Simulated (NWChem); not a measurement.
System: RbF; SMILES [F][Rb]

Here is an NWChem input.

```
start job
memory heap 200 mb stack 900 mb global 1100 mb
geometry units angstroms noautosym nocenter noautoz
  Rb     0.000000     0.000000    -0.489174
  F      0.000000     0.000000     1.828509
end
basis spherical
  * library def2-tzvp
end
ecp
  Rb library def2-ecp
end
dft
  xc pbe0
  iterations 150
end
property
  response 1 0.0
end
task dft property
```

Coordinates come from a PBE-D3(BJ)/def2-SVP optimisation. def2 effective core potentials on Rb; no spin-orbit coupling.

Static field.

Predict the main results of this run. (PBE0/def2-TZVP with def2 effective core potentials on Rb.) Quantities: basis functions; isotropic polarisability (bohr³); anisotropy (bohr³).


- number of basis functions: 64
- isotropic polarisability (bohr³): 19.5
- anisotropy (bohr³): 8.9
